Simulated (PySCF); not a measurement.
# CoF₃: from structure and modes to constants

Method: PySCF, UPBE0, basis Co def2-SVP, F def2-SVP (no relativity, density fitting).

The quintet minimum has D3h symmetry. Masses (u): Co 58.93320, F 18.99840.

```xyz
4
charge 0 multiplicity 5, angstrom
Co    0.0000    0.0000    0.0000
F     0.0008    0.0000    1.7236
F     1.4923    0.0000   -0.8625
F    -1.4931    0.0000   -0.8611
```

Harmonic wavenumbers (cm⁻¹): 134.2 (a2'', ×1), 155.4 (e', ×2), 650.1 (a1', ×1), 735.7 (e', ×2).

**Question.** Find the principal moments of inertia and the rotational constants. What kind of rotor is it?

**Answer.** About the centre of mass I = 84.658, 84.658, 169.32 u Å². With B = 16.8576/I this gives 0.1991, 0.1991, 0.09956 cm⁻¹. The molecule is an oblate symmetric top.

**Question.** Find the vibrational entropy and heat capacity at 298.15 K.

**Answer.** With u = 1.43878 ω/T, each mode gives S = R[u/(eᵘ−1) − ln(1−e⁻ᵘ)] and C = R u² eᵘ/(eᵘ−1)².
| ω (cm⁻¹) | u | S (J/(mol K)) | C (J/(mol K)) |
| --- | --- | --- | --- |
| 134.2 | 0.647 | 12.07 | 8.03 |
| 155.4 (×2) | 0.750 | 10.90 | 7.94 |
| 650.1 | 3.137 | 1.55 | 3.88 |
| 735.7 (×2) | 3.550 | 1.11 | 3.19 |
The sums over all modes are S = 37.7 and C = 34.2 J/(mol K); the softest mode gives 32 % of the entropy (each member, where degenerate).

**Question.** Give the standard entropy (298.15 K, 1 bar) by its translational, rotational, vibrational and spin parts, and Cp.

**Answer.** Sackur–Tetrode with M = 115.93 u gives 168.1; rotation with symmetry number 6 gives 91.9; vibration 37.7; spin R ln 5 = 13.4. The total is 311.0 J/(mol K), and Cp = 4 R + 34.2 = 67.4 J/(mol K).

This need not be the most stable arrangement of these atoms. With open d or f shells other occupations or spin states may lie lower.
